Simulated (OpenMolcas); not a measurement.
Pr3+ in Cs2NaYF6: curves along the breathing mode

Pr3+ with its 6 nearest fluoride ions, on the Y site of Cs2NaYF6 (a = 9.075 Å, distance in the model lattice 2.178 Å). The rest of the host is ab initio model potentials to 7.6 Å, with orthogonalisation functions on the cations behind the ligands, and point charges beyond; the distance is set by hand and nothing relaxes. Ligand basis ANO-RCC-VDZP.

```
Program             : OpenMolcas
Method              : CASSCF
Basis               : ANO-RCC-VDZP [7s6p4d2f1g]
Scalar Hamiltonian  : DKH2, point nucleus
Active space        : 2 electrons in 7 orbitals (4f)
State averaging     : 2S+1 = 3 even, 21 roots; 2S+1 = 1 even, 27 roots kept (CI in the orbitals of an earlier block)
Spin-orbit coupling : RASSI with atomic mean-field integrals over the reference wave functions
```

Spin-free energies (labels of O, the rotations of Oh) in cm-1 above the lowest fitted minimum, as all ligands move together:

```tsv
R (Å)	3T1	3T2	3E	3T1(2)	3T1(3)	3T2(2)	1E
2.108	11280	12550	13120	12990	18260	18740	18360
2.158	4720	5810	6280	6240	11470	11950	11760
2.208	1120	2060	2460	2480	7710	8180	8130
2.257	40	850	1190	1250	6510	6950	7020
2.307	1070	1780	2070	2150	7450	7860	8030
2.357	3990	4610	4860	4950	10300	10670	10930
2.406	8490	9040	9260	9350	14750	15090	15410
```

Cubic fits give the following; the wavenumber is harmonic, with the mass of all moving ligands, small differences in it between states hang on the degree of the fit, a number in brackets counts states of one label, and the table is a selection of at most 14 states with clean curves.

| State | R0 (Å) | Breathing mode (cm-1) | Minimum (cm-1) |
| --- | --- | --- | --- |
| 3T1 | 2.257 | 513 | 0 |
| 3T2 | 2.259 | 513 | 810 |
| 3E | 2.261 | 514 | 1150 |
| 3T1(2) | 2.260 | 512 | 1210 |
| 3T1(3) | 2.259 | 515 | 6470 |
| 3T2(2) | 2.260 | 514 | 6910 |
| 1E | 2.257 | 513 | 6980 |
| 1T1 | 2.258 | 513 | 7160 |
| 3A2 | 2.261 | 514 | 7260 |
| 1A1 | 2.258 | 512 | 7330 |
| 1T2 | 2.261 | 514 | 8100 |
| 1T2(2) | 2.256 | 513 | 20960 |
| 1E(2) | 2.260 | 513 | 22220 |
| 1A1(2) | 2.256 | 513 | 25130 |

For an f ion spin-orbit coupling outweighs the ligand field, so these spin-free curves are not those of observable levels.

Without dynamic correlation the ligand-field splitting of an f shell can come out too small, at times by half. No measured value stands beside these numbers.
